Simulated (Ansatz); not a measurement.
BF2 (SMILES F[B]F) moved off its minimum; all values from Ansatz (an electronic-structure program), cores frozen in correlated methods. Open shells are unrestricted.
(charge 0, multiplicity 2)
```xyz
3

F     -1.12725    -0.19348     0.03517
B     -0.03146     0.48696     0.01295
F      1.11330    -0.03305    -0.00418
```

Forces at wB97M-V/def2-TZVPP (eV/Å):

```csv
atom,Fx,Fy,Fz
F1,-0.914,-0.717,0.019
B2,-1.565,1.986,0.017
F3,2.480,-1.269,-0.036
```

Question: Give the forces (eV/Å), the total energy and the dipole at CCSD(T)/aug-cc-pVTZ.

Answer: 
| atom | Fx | Fy | Fz |
|---|---|---|---|
| F1 | -1.024 | -0.801 | 0.022 |
| B2 | -1.614 | 2.157 | 0.017 |
| F3 | 2.638 | -1.356 | -0.039 |
Energy -224.3106 hartree, dipole 0.17 D.
